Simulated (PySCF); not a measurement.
## Electron correlation in Mo²⁺ (molybdenum, charge +2)

[Kr] 4d3 5s1, high-spin 5F determinant (an excited configuration). Computed with PySCF 2.14 in def2-QZVPPD with the def2 core potential (28 electrons) (7s5p4d3f2g, 81 functions), with a scalar-relativistic core potential. Frozen: 4s2 4p6; 4 electrons correlated.

```
  level  correlation energy (mhartree)
   CCSD                         -35.20
    (T)                          -0.40
CCSD(T)                         -35.60
```

Diagnostics: T1 = 0.0037, D1 = 0.0101, largest double amplitude 0.018.

Task: Is a single reference adequate?

Result: Yes, within this model without spin-orbit coupling: T1 lies below 0.03 and no double amplitude reaches 0.07.
